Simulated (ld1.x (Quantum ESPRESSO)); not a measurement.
**What the settings do to the RRKJ potential of K**

Base potential:

ld1.x (Quantum ESPRESSO) 7.5 input, shortened:

```
&input
   title='K', zed=19., rel=1, dft='PBE', iswitch=3,
   config='[Ar] 3d-2 4s1 4p0'
 /
 &inputp
   pseudotype=2, tm=.false., lloc=-2, rcloc=2.10,
   nlcc=.true., new_core_ps=.true.
 /
3
3S  1  0   2.00   0.00  1.90  1.90  0.0
3P  2  1   6.00   0.00  2.20  2.20  0.0
3D  3  2  -2.00   0.40  1.85  1.85  0.0
 &test
   configts(1)='3s2 3p6 4s1 4p0'
 /
```

Occupied shells without a wave of their own: 4s. They enter only through the test configuration that unscreens the potential, and ld1.x also counts them in the model core charge.

Cutoffs, loose and tight: the cutoffs (Ry, on a coarse ladder) from which the occupation-weighted sum of valence levels, in a spherical-Bessel basis at the reference potential, stays within 10 and 1 mRy of its value at 400 Ry. They do not see the model core or the augmentation charge, which bear on the density cutoff. Test errors are all-electron minus pseudo excitation energies from the reference, over the configurations 3s2 3p6 4s0 4p0; 3s2 3p6 4s0.5 4p0; 3s2 3p6 4s0 4p1; 3s1 3p6 4s1 4p0; 3s2 3p5 4s1 4p0. A dash means not determined; rows that change the core or the reference have their own tests.

With those shells counted twice in exchange and correlation these files are broken, and their errors move erratically; no question is asked of them.

| change | outcome | cutoff, loose | cutoff, tight | bound ghosts | largest test error (meV) |
| --- | --- | --- | --- | --- | --- |
| base | generated | 25 Ry | 35 Ry | none | -261 |
| wave 3p (bound): rc 2.20 bohr becomes 3p (bound): rc 1.56 bohr | generated | 45 Ry | 60 Ry | none | -260 |
| wave 3p (bound): rc 2.20 bohr becomes 3p (bound): rc 1.74 bohr | generated | 30 Ry | 45 Ry | none | -260 |
| wave 3p (bound): rc 2.20 bohr becomes 3p (bound): rc 2.10 bohr | generated | 25 Ry | 35 Ry | none | -260 |
| wave 3p (bound): rc 2.20 bohr becomes 3p (bound): rc 2.40 bohr | generated | 25 Ry | 35 Ry | none | -261 |
| wave 3p (bound): rc 2.20 bohr becomes 3p (bound): rc 2.66 bohr | generated | 25 Ry | 35 Ry | none | -261 |
| wave 3p (bound): rc 2.20 bohr becomes 3p (bound): rc 2.88 bohr | generated | 25 Ry | 35 Ry | none | -262 |
| wave 3p (bound): rc 2.20 bohr becomes 3p (bound): rc 3.32 bohr | generated | 25 Ry | 35 Ry | none | +358 |

Reading the sweep of the p radius (base included, trends over the rows without a ghost): The loose cutoff falls from 45 Ry at 1.56 to 25 Ry at 3.32 bohr. A larger radius leaves more room for a smooth pseudo-wave, so fewer plane waves are needed; a smaller one forces it to follow the all-electron wave where it bends sharply. The median size of the test errors (rows with all tests solved) rises from 74.8 meV at 1.56 to 267.9 meV at 3.32 bohr. More of the atom is replaced by a form fitted at one configuration, so other configurations suffer as the radius grows.
